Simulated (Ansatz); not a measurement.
`Cl[B-](Cl)(Cl)[AsH3+]`, charge 0, multiplicity 1.

Give a relaxed structure at PBE0-D4/def2-TZVP (Ansatz 0.2.0). (Estimate.)

The calculation gave: 
Cartesian coordinates in Å:
```
Cl -1.061 0.520 -2.064
B -1.072 0.380 -0.255
Cl -1.188 1.963 0.623
Cl -2.155 -0.923 0.394
As 0.904 -0.320 0.215
H 2.049 0.559 -0.204
H 1.311 -1.640 -0.378
H 1.214 -0.539 1.669
```
Point group C3v.
